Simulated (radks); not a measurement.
Results of a calculation; reference values are marked as such.
Xe XV, configuration [Kr] 4d4.

Code: a radial shooting solver on a logarithmic mesh with Libxc functionals. Model: scalar-relativistic Kohn-Sham, LDA (Slater exchange, Perdew-Wang correlation), spin-unpolarised, spherical densities, finite nucleus; Fermi nuclear charge, rms radius 4.7859 fm.

Energy parts (hartree):
part                        energy
total                  -7371.11133
kinetic                 7753.11704
electron-nucleus      -17392.28093
Hartree                 2437.50128
exchange-correlation    -169.44872

Orbitals (lengths in bohr, moments of r in powers of bohr; r(max) is where P^2 peaks):
orbital,occ.,eigenvalue (hartree),<1/r>,r(max),<r^4>,<r>
1s,2,-1273.267,58.05,0.01717,2.442e-06,0.02668
2s,2,-207.9481,13.32,0.09705,0.0004125,0.1147
2p,6,-187.8983,12.73,0.07781,0.0002984,0.1003
3s,2,-51.31452,4.803,0.2787,0.01729,0.3058
3p,6,-44.83584,4.569,0.2724,0.01800,0.3034
3d,10,-35.24836,4.334,0.2247,0.01527,0.2791
4s,2,-17.48401,2.061,0.6458,0.3927,0.6837
4p,6,-15.30453,1.928,0.6707,0.4831,0.7150
4d,4,-12.07186,1.733,0.6993,0.6656,0.7615

The highest occupied level is 4d at -328.49 eV. For comparison, the ionisation energy in NIST's Atomic Spectra Database is 343 eV (theoretical). In exact Kohn-Sham theory the highest level is minus the ionisation energy, but local and semilocal functionals leave it too shallow, through self-interaction and a potential that decays too fast; potentials with the right tail come closer. The density falls to 0.001 e/bohr^3 at r = 1.85 bohr. Summed over all electrons, <r^2> = 9.053 bohr^2, which gives a Langevin (diamagnetic) susceptibility term of -7.17 x 10^-6 cm^3/mol. The electron density at the nucleus is 2.795e+05 e/bohr^3 (large components only).

Beside tabulated values, note that spin-unpolarised runs miss the spin-polarisation part of the exchange energy of open shells.
